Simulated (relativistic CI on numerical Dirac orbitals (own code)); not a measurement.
## Au²⁺: 5d valence photoemission

Computed with this model: Dirac-Coulomb-Breit CI, orbitals from a KLI potential per configuration, model QED (radiative potential, 1s self-energy scaled to tabulated hydrogen-like ionisation energies), valence Slater integrals scaled by 0.8, multiplet model of photoemission in the sudden approximation; configurations [Xe] 4f14 5d9 → [Xe] 4f14 5d8; 300 K; Lorentzian 0.3 eV and Gaussian 0.5 eV FWHM. Energies are those of the free ion, without screening or charge transfer. The energies are binding energies and can lie tens of eV above those of solids. S is read from ⟨S²⟩ = S(S + 1).

Field parameters in Wybourne normalisation: Td as Oh with Dq negative (B⁴₀ = 21Dq, B⁴₄ = √(5/14) B⁴₀). The field is a parameter set, without covalency.

Computed curve for Td, 10Dq = -15400 cm⁻¹, scaled to 100 at the maximum (points under 2 are left out and the grid is thinned):

```json
{"Energy (eV)": "28.5", "Intensity": "2.0"}
{"Energy (eV)": "28.7", "Intensity": "2.5"}
{"Energy (eV)": "28.9", "Intensity": "3.2"}
{"Energy (eV)": "29.1", "Intensity": "4.2"}
{"Energy (eV)": "29.3", "Intensity": "5.9"}
{"Energy (eV)": "29.5", "Intensity": "9.6"}
{"Energy (eV)": "29.7", "Intensity": "18.5"}
{"Energy (eV)": "29.9", "Intensity": "37.1"}
{"Energy (eV)": "30.1", "Intensity": "64.0"}
{"Energy (eV)": "30.3", "Intensity": "89.1"}
{"Energy (eV)": "30.4", "Intensity": "97.0"}
{"Energy (eV)": "30.6", "Intensity": "98.2"}
{"Energy (eV)": "30.8", "Intensity": "86.0"}
{"Energy (eV)": "31.0", "Intensity": "72.7"}
{"Energy (eV)": "31.2", "Intensity": "60.5"}
{"Energy (eV)": "31.4", "Intensity": "51.6"}
{"Energy (eV)": "31.6", "Intensity": "50.3"}
{"Energy (eV)": "31.8", "Intensity": "46.9"}
{"Energy (eV)": "32.0", "Intensity": "37.7"}
{"Energy (eV)": "32.2", "Intensity": "30.6"}
{"Energy (eV)": "32.4", "Intensity": "30.4"}
{"Energy (eV)": "32.6", "Intensity": "42.2"}
{"Energy (eV)": "32.8", "Intensity": "60.8"}
{"Energy (eV)": "33.0", "Intensity": "68.9"}
{"Energy (eV)": "33.2", "Intensity": "62.4"}
{"Energy (eV)": "33.4", "Intensity": "55.5"}
{"Energy (eV)": "33.6", "Intensity": "60.3"}
{"Energy (eV)": "33.8", "Intensity": "70.6"}
{"Energy (eV)": "34.0", "Intensity": "69.1"}
{"Energy (eV)": "34.2", "Intensity": "56.8"}
{"Energy (eV)": "34.3", "Intensity": "50.0"}
{"Energy (eV)": "34.5", "Intensity": "36.7"}
{"Energy (eV)": "34.7", "Intensity": "25.8"}
{"Energy (eV)": "34.9", "Intensity": "18.7"}
{"Energy (eV)": "35.1", "Intensity": "12.5"}
{"Energy (eV)": "35.3", "Intensity": "7.4"}
{"Energy (eV)": "35.5", "Intensity": "4.7"}
{"Energy (eV)": "35.7", "Intensity": "3.6"}
{"Energy (eV)": "35.9", "Intensity": "2.7"}
{"Energy (eV)": "36.1", "Intensity": "2.1"}
```

The ground state has S = 0.50, and the centroid lies at 32.15 eV.
